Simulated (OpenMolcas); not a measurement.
Ir5+ among 6 point charges of -1.7 e arranged as a trigonal prism (D3h), 2 Å from the ion, with a polar angle of 48.6° against the regular 49.1°.

```yaml
Program: OpenMolcas
Method: "SS-CASPT2, IPEA 0.25 Eh, imaginary shift 0.1 Eh (closed shells correlated: 4f 5s 5p)"
Basis: ANO-RCC-VDZP [7s6p4d2f]
Scalar_Hamiltonian: DKH2, point nucleus
Active_space: 4 electrons in 5 orbitals (5d)
State_averaging: 2S+1 = 5 even, 5 roots; 2S+1 = 3 even, 45 roots; 2S+1 = 1 even, 50 roots
Spin-orbit_coupling: RASSI with atomic mean-field integrals over the reference wave functions
```

(1) What is the spin-free ground state (labels of D3, the rotations of D3h)?

(2) Where is the first state of the same spin?

(3) What are the lowest two levels with spin-orbit coupling?

(4) What is χT at 300 K?

Results:

(1) 5E, 2-fold in its orbital part, 100 % from free-ion D terms; it has the highest spin that d4 allows.

(2) 5A1 at 3510 cm-1 above the ground state.

(3) A 1-fold level A1, then a 2-fold level E 4850 cm-1 above it. Their leading multiplicities are 5 (62 %) and 5 (85 %).

(4) 0.05 cm3 K/mol.

Roots that are degenerate in the reference are averaged as groups; the widest CASPT2 spread within a group is 150 cm-1 (the 2-fold group of multiplicity 5 near 8810 cm-1 above the lowest state of its run). Shifts and gaps below about the spread of the groups concerned are not significant. Spin-orbit coupling mixes the spin-free states strongly: the lowest level takes only 39 % from its leading state, 5E. Point charges give a weaker field than real ligands, and real ions of this kind are as a rule low spin; the high spin found here belongs to the model. Free-ion shares, where given, are those of the reference states; single-state CASPT2 does not remix them. This is an electrostatic model: the charges have no orbitals. No measured value stands beside these numbers.
